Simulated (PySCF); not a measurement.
Run times: antimony in aug-cc-pV5Z-PP with ECP28MDF

Measured wall times of calculations with PySCF 2.14 in aug-cc-pV5Z-PP with ECP28MDF (8s8p6d4f3g2h, 139 functions), with scalar relativity through the core potential, run from one Python driver. Hardware: 2 threads of Neoverse-V1 on a shared host, 2.6 GiB allowed. The two-electron integrals over 139 functions were computed once and kept in memory (10 CPU seconds with the set-up); the times below exclude them. Kohn-Sham runs start from converged Hartree-Fock orbitals.

Launch command (the driver calls PySCF for each step listed in the task file):

```bash
OMP_NUM_THREADS=2 python atomrun2.py TASK.json OUT
```

```json
{"species": "Sb [Kr] 4d10 5s2 5p3", "step": "UHF", "iterations": "1", "wall time (s)": "2.5"}
{"species": "Sb [Kr] 4d10 5s2 5p3", "step": "LDA", "iterations": "6", "wall time (s)": "0.93"}
{"species": "Sb [Kr] 4d10 5s2 5p3", "step": "PBE", "iterations": "6", "wall time (s)": "1.2"}
{"species": "Sb [Kr] 4d10 5s2 5p3", "step": "PBE0", "iterations": "6", "wall time (s)": "2.7"}
{"species": "Sb [Kr] 4d10 5s2 5p3", "step": "r2SCAN", "iterations": "7", "wall time (s)": "3.4"}
{"species": "Sb [Kr] 4d10 5s2 5p3", "step": "BP86", "iterations": "6", "wall time (s)": "1.2"}
{"species": "Sb [Kr] 4d10 5s2 5p3", "step": "HSE06", "iterations": "6", "wall time (s)": "10"}
{"species": "Sb [Kr] 4d10 5s2 5p3", "step": "M06", "iterations": "7", "wall time (s)": "5"}
{"species": "Sb [Kr] 4d10 5s2 5p3", "step": "MP2 (5 electrons)", "iterations": "", "wall time (s)": "1.1"}
{"species": "Sb⁺ [Kr] 4d10 5s2 5p2", "step": "UHF", "iterations": "6", "wall time (s)": "3.8"}
{"species": "Sb⁺ [Kr] 4d10 5s2 5p2", "step": "LDA", "iterations": "6", "wall time (s)": "0.99"}
{"species": "Sb⁺ [Kr] 4d10 5s2 5p2", "step": "PBE", "iterations": "6", "wall time (s)": "1.2"}
{"species": "Sb⁺ [Kr] 4d10 5s2 5p2", "step": "PBE0", "iterations": "6", "wall time (s)": "2.7"}
{"species": "Sb⁺ [Kr] 4d10 5s2 5p2", "step": "r2SCAN", "iterations": "7", "wall time (s)": "3.5"}
{"species": "Sb⁺ [Kr] 4d10 5s2 5p2", "step": "BP86", "iterations": "6", "wall time (s)": "1.1"}
{"species": "Sb⁺ [Kr] 4d10 5s2 5p2", "step": "M06", "iterations": "7", "wall time (s)": "5.2"}
{"species": "Sb⁺ [Kr] 4d10 5s2 5p2", "step": "MP2 (4 electrons)", "iterations": "", "wall time (s)": "1.1"}
```

Q: Roughly how long does HSE06 take for Sb⁺ [Kr] 4d10 5s2 5p2 here?

A: About 10 s.

Peak memory of the process: 1.3 GiB. Times on a shared host vary from run to run.
